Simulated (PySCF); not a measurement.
Mayer bond orders and bond lengths

Species: C5H8NO2 (charge -1).
Numbering: `[CH2:1]=[C:2]([O-:3])[C:4](=[O:5])[N:6]([CH3:7])[CH3:8]` (hydrogens: H9, H10 on C1; H11, H12, H13 on C7; H14, H15, H16 on C8)

Geometry (GFN2-xTB, Å), atoms numbered from 1 in this order:
```xyz
16
C5H8NO2 angstrom
C      1.563   -0.040   -2.347
C      1.375    0.239   -1.030
O      1.965    1.151   -0.352
C      0.325   -0.646   -0.384
O      0.129   -1.810   -0.739
N     -0.455   -0.126    0.617
C     -1.508   -0.927    1.188
C     -0.365    1.220    1.110
H      2.257    0.530   -2.946
H      1.030   -0.843   -2.827
H     -2.487   -0.464    1.015
H     -1.476   -1.905    0.708
H     -1.365   -1.044    2.270
H     -0.327    1.216    2.205
H      0.565    1.643    0.707
H     -1.234    1.814    0.795
```

Bond orders from the PBE0/pcSseg-1 density (PySCF). One conformer (not necessarily the lowest) at the GFN2-xTB geometry, without solvent, vibrations or thermal averaging. The pcSseg-1 basis has no diffuse functions, a weakness for an anion.

Where do the orders between heavy atoms depart from those drawn in the SMILES?

The largest departure is 0.566, at C2–O3 (drawn single, 1.566). Drawn single, order above 1.12: C2–O3 (1.566). Drawn double or triple, more than 0.30 short of the drawn order: C1–C2 (1.606). The SMILES, with its formal charges, is one Lewis structure only.

Give the Mayer order of every bond between heavy atoms, beside its length.

| bond | drawn as | length (Å) | Mayer order |
| --- | --- | --- | --- |
| C1–C2 | double | 1.359 | 1.606 |
| C2–O3 | single | 1.279 | 1.566 |
| C2–C4 | single | 1.518 | 0.902 |
| C4–O5 | double | 1.233 | 1.795 |
| C4–N6 | single | 1.372 | 1.068 |
| N6–C7 | single | 1.441 | 0.977 |
| N6–C8 | single | 1.437 | 0.951 |

Bonds between the same two heavy elements. C–C: lowest C2–C4 (0.902, 1.518 Å), highest C1–C2 (1.606, 1.359 Å). C–O: lowest C2–O3 (1.566, 1.279 Å), highest C4–O5 (1.795, 1.233 Å). C–N: lowest N6–C8 (0.951, 1.437 Å), highest C4–N6 (1.068, 1.372 Å); in 1 of the 3 pairs the longer bond (by over 0.003 Å) has the higher order (by 0.02 or more).

And the bonds to hydrogen?

C–H: 0.89 to 0.97 (8 bonds).

Sum the orders of all bonds at each heavy atom with more than one neighbour and set the sums beside the valence in the SMILES.

C1 3.512 (drawn 4), C2 4.074 (drawn 4), C4 3.765 (drawn 4), N6 2.996 (drawn 3), C7 3.856 (drawn 4), C8 3.767 (drawn 4). Orders between atoms that aren't bonded are not in these sums.

The Mayer order sums products of elements of PS (density times overlap matrix) between the two atoms' basis functions, so it depends on the basis set.
